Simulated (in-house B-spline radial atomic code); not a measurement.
# Ionising Pd with different functionals

Computed with an all-electron radial atomic-structure program (B-spline basis): scalar-relativistic (spin-free X2C) Hamiltonian, Fermi nucleus of rms radius 4.5318 fm, spin-polarised at highest spin, spherical fractional occupations for the functionals, the average over the highest-spin determinants for Hartree-Fock. The ionisation energy is the difference of two self-consistent energies, [Kr] 4d10 → [Kr] 4d9, without Breit or QED terms; ε is the level of the shell that loses the electron (its least bound occupied spin orbital). There is no spin-orbit coupling in this Hamiltonian.

Hybrids are left out here: with spherical fractional occupations of an open shell their exact exchange keeps a self-interaction that integer-occupation calculations don't have.

```csv
method,rung,ΔSCF (eV),-ε(4d) (eV)
Hartree-Fock,Hartree-Fock,6.43,8.92
LDA VWN5,LDA,9.24,4.31
LDA PW92,LDA,9.24,4.31
LDA exchange-only,LDA,7.94,3.19
PBE,GGA,8.95,4.05
PBEsol,GGA,8.96,4.05
BLYP,GGA,8.92,4.03
RPBE,GGA,8.86,3.97
PW91,GGA,9.02,4.11
BP86,GGA,9.08,4.19
AM05,GGA,8.93,4.02
OLYP,GGA,8.81,3.87
TPSS,meta-GGA,8.80,3.90
SCAN,meta-GGA,8.96,4.06
r2SCAN,meta-GGA,8.93,4.02
revTPSS,meta-GGA,8.76,3.87
```

Question: How do they compare with the NIST value?

Answer: NIST lists 8.337 eV (measured, ground level to ground level). Errors run from -1.91 to +0.90 eV; revTPSS is closest (+0.42 eV), but part of that can be cancellation, since the calculations leave out spin-orbit coupling, Breit-QED terms, multiplet and fine-structure energies. Hartree-Fock also lacks correlation.
